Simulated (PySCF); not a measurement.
Sn(H)(F)2(OH), SMILES [OH][SnH]([F])[F], PBE0/def2-SVP optimised geometry.

```
6

Sn    -0.83    -0.47     0.00
O      1.12    -0.47     0.00
F     -1.43    -1.10     1.72
F     -1.42     1.36     0.00
H     -1.50    -1.36    -1.27
H      1.50     0.03     0.73
```

Density from PySCF with PBE0/def2-TZVP, def2 effective core potentials past Kr at that geometry. The core electrons that the potentials of Sn replace are not part of the density.

Minimum of the electron density along straight lines between bonded atoms, close to the bond critical point (lines longer than 1.1 times the sum of covalent radii, or with two minima, are not listed):

| bond | length / Å | ρ at the minimum / e bohr⁻³ | ∇²ρ there / e bohr⁻⁵ | position (fraction from the first atom) |
|---|---|---|---|---|
| Sn1–O2 | 1.954 | 0.127 | ___ | 0.51 |
| Sn1–F3 | 1.926 | 0.121 | 0.59 | 0.52 |
| Sn1–F4 | 1.926 | 0.121 | 0.59 | 0.52 |
| Sn1–H5 | 1.690 | 0.120 | ___ | 0.63 |
| O2–H6 | 0.966 | ___ | -2.38 | 0.81 |

Task: Complete the blanks.

Result: 
- Sn1–O2, ∇²ρ there / e bohr⁻⁵: 0.50
- Sn1–H5, ∇²ρ there / e bohr⁻⁵: 0.04
- O2–H6, ρ at the minimum / e bohr⁻³: 0.353
